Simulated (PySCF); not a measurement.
Several orderings of computed values.

Species are written as SMILES; each is one conformer at its optimised geometry, gas phase, non-relativistic unless stated; the electronic structure was computed with PySCF and density fitting.

The conformers computed, where there is a choice (atom-mapped SMILES and torsion angles):
- `[NH2:1][c:2]1[cH:3][cH:4][c:5]([SH:6])[cH:7][cH:8]1`: H–N1–C2–C3 22°, H–N1–C2–C3 162°, H–S6–C5–C4 1°
- `[CH3:1][O:2][C@@H:3]1[O:4][C@@H:5]1[F:6]`: C1–O2–C3–O4 -78°
- `[CH3:1][O:2]/[CH:3]=[C:4](/[CH3:5])[CH2:6][Cl:7]`: C1–O2–C3–C4 -178°, C3–C4–C6–Cl7 106°
- `[CH2:1]=[CH:2][C@@H:3]1[NH:4][C@@H:5]1[CH2:6][CH3:7]`: C1–C2–C3–N4 0°, N4–C5–C6–C7 -161°
- `[CH3:1][N:2]([CH3:3])[C@:4]12[CH2:5][C@H:6]1[CH2:7]2`: C1–N2–C4–C5 -87°
- `[CH2:1]=[C:2]([CH3:3])[C@@H:4]1[NH:5][C@H:6]1[CH3:7]`: C1–C2–C4–N5 11°
- `[O:1]=[C:2]([SiH3:3])/[CH:4]=[CH:5]\[F:6]`: O1–C2–C4–C5 180°
- `[CH:1]#[C:2][SiH:3]([NH2:4])[NH2:5]`: H–N4–Si3–C2 68°, H–N4–Si3–C2 -69°, H–N5–Si3–C2 -32°, H–N5–Si3–C2 -174°
- `[H]/[P:6]=[P:5]\[N:3]([CH2:2][CH3:1])[CH3:4]`: C1–C2–N3–C4 88°, C2–N3–P5–P6 0°
- `[NH2:1][c:2]1[cH:3][cH:4][cH:5][cH:6][c:7]1[SH:8]`: H–N1–C2–C3 -18°, H–N1–C2–C3 -153°, H–S8–C7–C6 -133°

The conformers of `[H]/N=C1/CCC[C@H]1C` aren't listed.

(1) Rank by smallest rotational constant, highest first (GFN2-xTB).
A. `Nc1ccc(S)cc1`
B. `CO/C=C(/C)CCl`
C. `C=C(C)[C@@H]1N[C@H]1C`
D. `CO[C@@H]1O[C@@H]1F`
E. `O=C([SiH3])/C=C\F`
F. `C=C[C@@H]1N[C@@H]1CC`
G. `C[C@H]1C(=O)C=C(Cl)C1=O`
H. `CN(C)[C@]12C[C@H]1C2`

(2) Rank by lowest triplet excitation (Tamm–Dancoff), highest first (TDA PBE0/def2-SVPD at GFN2-xTB geometries).
A. `CC[C@H]1N[C@H]1C=C`
B. `CN(C)[C@]12C[C@H]1C2`
C. `[H]/P=P\N(C)CC`
D. `C[C@H]1C(=O)C=C(Cl)C1=O`
E. `NC1=CC=C(S)C=C1`
F. `CO/C=C(/C)CCl`
G. `O=C([SiH3])/C=C\F`
H. `C#C[SiH](N)N`

(3) By how much do the two ends of that ranking differ?

(4) Rank by electronic spatial extent ⟨r²⟩ about the centre of nuclear charge, highest first (PBE0/def2-SVPD at GFN2-xTB geometries).
A. `C=C(C)[C@@H]1N[C@H]1C`
B. `[H]/P=P\N(C)CC`
C. `[SiH3]C(/C=C\F)=O`
D. `NC1=CC=CC=C1S`
E. `C#C[SiH](N)N`
F. `C([C@@H]1N[C@@H]1CC)=C`
G. `CO/C=C(/C)CCl`
H. `CN(C)[C@]12C[C@H]1C2`

(5) By how much do the two ends of that ranking differ?

(6) Rank by HOMO energy, lowest first (PBE0/def2-SVPD at GFN2-xTB geometries).
A. `C[C@H]1C(=O)C=C(Cl)C1=O`
B. `O=C([SiH3])/C=C\F`
C. `[H]/N=C1/CCC[C@H]1C`
D. `CO/C=C(/C)CCl`
E. `C#C[SiH](N)N`

(7) Rank by HOMO–LUMO gap, highest first (PBE0/def2-SVPD at GFN2-xTB geometries).
A. `NC1=CC=C(S)C=C1`
B. `C(=C(\C)CCl)/OC`
C. `C=C[C@@H]1N[C@@H]1CC`
D. `Nc1ccccc1S`
E. `N[SiH](C#C)N`
F. `CN(C)[C@]12C[C@H]1C2`
G. `C(=C/F)/C(=O)[SiH3]`
H. `CCN(/P=P\[H])C`

(8) Rank by dipole moment, lowest first (PBE0/def2-SVPD at GFN2-xTB geometries).
A. `[H]/P=P\N(C)CC`
B. `C[C@H]1C(=O)C=C(Cl)C1=O`
C. `O=C([SiH3])/C=C\F`
D. `C=C(C)[C@@H]1N[C@H]1C`
E. `C=C[C@@H]1N[C@@H]1CC`
F. `CO/C=C(/C)CCl`
G. `NC1=CC=CC=C1S`

(9) By how much do the two ends of that ranking differ?

Results:

(1) D (2.214 GHz), H (1.902 GHz), F (1.656 GHz), E (1.538 GHz), C (1.454 GHz), B (0.940 GHz), A (0.844 GHz), G (0.778 GHz).

(2) B (5.71 eV), H (5.02 eV), A (4.19 eV), F (3.80 eV), E (3.44 eV), D (2.60 eV), G (2.41 eV), C (2.15 eV).

(3) By 3.56 eV, between `CN(C)[C@]12C[C@H]1C2` and `[H]/P=P\N(C)CC`.

(4) G (1240 bohr²), D (1105 bohr²), B (1014 bohr²), A (911 bohr²), F (836 bohr²), H (769 bohr²), C (739 bohr²), E (597 bohr²).

(5) By 643 bohr², between `CO/C=C(/C)CCl` and `C#C[SiH](N)N`.

(6) A (-7.79 eV), E (-7.41 eV), B (-7.12 eV), C (-7.00 eV), D (-6.49 eV).

(7) E (7.46 eV), F (6.93 eV), C (6.66 eV), B (6.36 eV), D (5.76 eV), A (5.20 eV), G (4.99 eV), H (4.43 eV).

(8) B (0.76 D), E (1.62 D), G (1.89 D), D (2.08 D), C (2.97 D), F (3.30 D), A (3.81 D).

(9) By 3.05 D, between `[H]/P=P\N(C)CC` and `C[C@H]1C(=O)C=C(Cl)C1=O`.
